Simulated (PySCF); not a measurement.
(E)-1-bromo-2-chloroprop-1-ene (C3H4BrCl), SMILES C/C(Cl)=C\Br.

The structure is a stationary point at r2SCAN-D4/def2-SVP.

Computed with r2SCAN-D4/def2-SVP (PySCF).

Frequencies are harmonic and unscaled.

Computed vibrational spectrum:
```json
[
 {"mode": "1", "ν (cm⁻¹)": "147", "IR (km/mol)": "0.3", "Raman (Å⁴/amu)": "0.1", "depolarisation": "0.75", "moving atoms (share of kinetic energy)": "H 80 %, C 16 %"},
 {"mode": "2", "ν (cm⁻¹)": "199", "IR (km/mol)": "1.3", "Raman (Å⁴/amu)": "1.1", "depolarisation": "0.34", "moving atoms (share of kinetic energy)": "C 64 %, Br 18 %, H 14 %"},
 {"mode": "3", "ν (cm⁻¹)": "202", "IR (km/mol)": "0.3", "Raman (Å⁴/amu)": "0.5", "depolarisation": "0.75", "moving atoms (share of kinetic energy)": "C 55 %, H 28 %, Cl 13 %"},
 {"mode": "4", "ν (cm⁻¹)": "270", "IR (km/mol)": "0.6", "Raman (Å⁴/amu)": "5.0", "depolarisation": "0.44", "moving atoms (share of kinetic energy)": "Cl 46 %, Br 32 %, C 18 %"},
 {"mode": "5", "ν (cm⁻¹)": "376", "IR (km/mol)": "1.8", "Raman (Å⁴/amu)": "2.4", "depolarisation": "0.32", "moving atoms (share of kinetic energy)": "C 38 %, Cl 36 %, H 23 %"},
 {"mode": "6", "ν (cm⁻¹)": "436", "IR (km/mol)": "5.5", "Raman (Å⁴/amu)": "2.7", "depolarisation": "0.75", "moving atoms (share of kinetic energy)": "C 66 %, H 33 %"},
 {"mode": "7", "ν (cm⁻¹)": "709", "IR (km/mol)": "34.5", "Raman (Å⁴/amu)": "6.9", "depolarisation": "0.29", "moving atoms (share of kinetic energy)": "C 67 %, H 16 %, Cl 16 %"},
 {"mode": "8", "ν (cm⁻¹)": "732", "IR (km/mol)": "54.2", "Raman (Å⁴/amu)": "3.9", "depolarisation": "0.23", "moving atoms (share of kinetic energy)": "C 81 %, H 9 %"},
 {"mode": "9", "ν (cm⁻¹)": "786", "IR (km/mol)": "33.7", "Raman (Å⁴/amu)": "2.7", "depolarisation": "0.75", "moving atoms (share of kinetic energy)": "H 74 %, C 26 %"},
 {"mode": "10", "ν (cm⁻¹)": "991", "IR (km/mol)": "8.0", "Raman (Å⁴/amu)": "5.1", "depolarisation": "0.39", "moving atoms (share of kinetic energy)": "C 51 %, H 48 %"},
 {"mode": "11", "ν (cm⁻¹)": "1041", "IR (km/mol)": "0.0", "Raman (Å⁴/amu)": "0.6", "depolarisation": "0.75", "moving atoms (share of kinetic energy)": "H 67 %, C 33 %"},
 {"mode": "12", "ν (cm⁻¹)": "1084", "IR (km/mol)": "59.5", "Raman (Å⁴/amu)": "0.5", "depolarisation": "0.44", "moving atoms (share of kinetic energy)": "H 52 %, C 47 %"},
 {"mode": "13", "ν (cm⁻¹)": "1253", "IR (km/mol)": "1.3", "Raman (Å⁴/amu)": "5.5", "depolarisation": "0.49", "moving atoms (share of kinetic energy)": "H 72 %, C 28 %"},
 {"mode": "14", "ν (cm⁻¹)": "1383", "IR (km/mol)": "12.4", "Raman (Å⁴/amu)": "9.5", "depolarisation": "0.39", "moving atoms (share of kinetic energy)": "H 73 %, C 27 %"},
 {"mode": "15", "ν (cm⁻¹)": "1442", "IR (km/mol)": "12.1", "Raman (Å⁴/amu)": "11.7", "depolarisation": "0.75", "moving atoms (share of kinetic energy)": "H 97 %"},
 {"mode": "16", "ν (cm⁻¹)": "1442", "IR (km/mol)": "5.9", "Raman (Å⁴/amu)": "33.5", "depolarisation": "0.60", "moving atoms (share of kinetic energy)": "H 95 %"},
 {"mode": "17", "ν (cm⁻¹)": "1681", "IR (km/mol)": "8.0", "Raman (Å⁴/amu)": "35.5", "depolarisation": "0.17", "moving atoms (share of kinetic energy)": "C 96 %"},
 {"mode": "18", "ν (cm⁻¹)": "3040", "IR (km/mol)": "8.2", "Raman (Å⁴/amu)": "193.2", "depolarisation": "0.05", "moving atoms (share of kinetic energy)": "H 97 %"},
 {"mode": "19", "ν (cm⁻¹)": "3125", "IR (km/mol)": "2.8", "Raman (Å⁴/amu)": "107.1", "depolarisation": "0.75", "moving atoms (share of kinetic energy)": "H 91 %, C 9 %"},
 {"mode": "20", "ν (cm⁻¹)": "3171", "IR (km/mol)": "1.6", "Raman (Å⁴/amu)": "50.4", "depolarisation": "0.75", "moving atoms (share of kinetic energy)": "H 91 %, C 9 %"},
 {"mode": "21", "ν (cm⁻¹)": "3236", "IR (km/mol)": "8.7", "Raman (Å⁴/amu)": "75.7", "depolarisation": "0.28", "moving atoms (share of kinetic energy)": "H 91 %, C 9 %"}
]
```
